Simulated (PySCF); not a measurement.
A species of formula C5H6F2OSi has this rotational fingerprint, computed with CAM-B3LYP/def2-SVPD in PySCF (dipole) on a GFN2-xTB geometry, gas phase:

- Rotational constants: A = 2536, B = 864.8, C = 675.6 MHz
- Dipole components: |μa| = 0.74 D, |μb| = 3.25 D, |μc| = 1.68 D
- Inertial defect: -35.60 u·Å²
- κ: -0.80

Question: Which structure is it? (One computed conformer of each.)
A. `[F:1][CH2:2][C:3]1=[CH:4][Si@@H:5]([F:6])[CH:7]=[CH:8][O:9]1` with F1–C2–C3–C4 3°
B. `[O:1]=[C:2]1[CH:3]=[C:4]([CH:5]([F:6])[F:7])[CH2:8][SiH2:9]1` with C3–C4–C5–F6 -4°
C. `[CH:1]#[C:2]/[CH:3]=[CH:4]\[CH2:5][O:6][SiH:7]([F:8])[F:9]` with C3–C4–C5–O6 -122°, C4–C5–O6–Si7 47°, C5–O6–Si7–F8 -68°
D. `CC1=CC=CO[Si]1(F)F`
E. `[F:1][CH2:2][O:3][C:4]1=[C:5]([F:6])[CH:7]=[CH:8][SiH2:9]1` with F1–C2–O3–C4 180°, C2–O3–C4–C5 0°

Answer: B. It is O=C1C=C(C(F)F)C[SiH2]1, an asymmetric top, point group C1. The candidates at the same level (rigid rotor, commonest isotopes):

```tsv
SMILES	A (MHz)	B (MHz)	C (MHz)	μa (D)	μb (D)	μc (D)	Δ (u·Å²)	point group	rotor
O=C1C=C(C(F)F)C[SiH2]1	2536	864.8	675.6	0.74	3.25	1.68	-35.60	C1	asymmetric top
FCOC1=C(F)C=C[SiH2]1	2428	919.9	675.5	2.45	0.43	0.00	-9.34	Cs	asymmetric top
FCC1=C[Si@@H](F)C=CO1	2272	936.5	701.7	0.75	2.68	0.69	-41.85	C1	asymmetric top
CC1=CC=CO[Si]1(F)F	1796	1462	993.5	3.15	1.26	0.00	-118.39	Cs	asymmetric top
C#C/C=C\CO[SiH](F)F	2823	673.8	660.3	3.03	0.63	0.27	-163.75	C1	near-prolate asymmetric top
```

`FCOC1=C(F)C=C[SiH2]1` has B 6 % too high; `FCC1=C[Si@@H](F)C=CO1` has A 10 % too low; `C#C/C=C\CO[SiH](F)F` has B 22 % too low; `CC1=CC=CO[Si]1(F)F` has B 69 % too high. No structure here is proved a minimum.
